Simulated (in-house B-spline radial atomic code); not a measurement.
## RPA and G0W0 on wB97X: the fluorine ion F⁶⁺

Configuration [He] 2s1, highest spin, mean-field start wB97X. Computed with an all-electron radial atomic-structure program (B-spline basis): all electrons, scalar-relativistic (spin-free one-electron X2C), finite nucleus, each spin shell either full or empty, empty states to l = 9 with an (l + 1/2)⁻⁴ tail; G0W0 by contour deformation at full frequency.

Command:
```bash
python run_gw.py task.json out
```
Settings (radii: box in bohr, nucleus in fm):
```
Z                        9
electrons                3
configuration            [He] 2s1
hamiltonian              x2c
method                   wb97x
lmax                     9
rms_radius               2.8976
spin_polarised           True
box_radius               9.29
intervals                68
ion_configuration        1s2
```

Cost of the run: 2.5 s on 1 thread of Arm Neoverse N1, with other jobs on the host.

Energies (hartree):

```csv
term,value
mean-field total,-82.50546
Hartree-Fock functional on these orbitals,-82.36026
direct second order,-0.15164
second-order exchange,0.09986
SOSEX correction,0.089642
```

What is the RPA correlation energy, and what remains with SOSEX?

RPA gives -0.13959 hartree (-1.27 eV per electron); RPA + SOSEX gives -0.049946, and the second-order doubles -0.051782 hartree (no singles). SOSEX takes back 64 % of the RPA value.

Quasi-particle levels (eV):

```
  level  occupied  mean field  Σx - vxc     Σc  QP weight     G0W0
  2s up       yes     -179.13     -5.93      ?          ?        ?
1s down       yes     -870.19    -40.10   2.69      0.976  -907.60
  2p up        no     -152.10      7.79  -0.86      0.986  -145.18
```

G0W0 = mean field + (Σx - vxc) + Σc, with Σc (partial-wave tail included) taken at the quasi-particle energy. Levels of low weight are left out.

Where does G0W0 put 2s up?

At -186.88 eV, with Σc = -1.82 eV and a quasi-particle weight of 0.975. The tabulated removal energy is 185.187 eV (NIST, measured).

What does it cost to remove one electron (to 1s2) by differences of total energies, each species on its own start (correlation terms add to the Hartree-Fock functional)?

wB97X 183.79 eV, Hartree-Fock functional 185.05 eV, + RPA 186.38 eV, + RPA + SOSEX 185.18 eV, + second order 185.19 eV. Tabulated: 185.187 eV (NIST, measured).
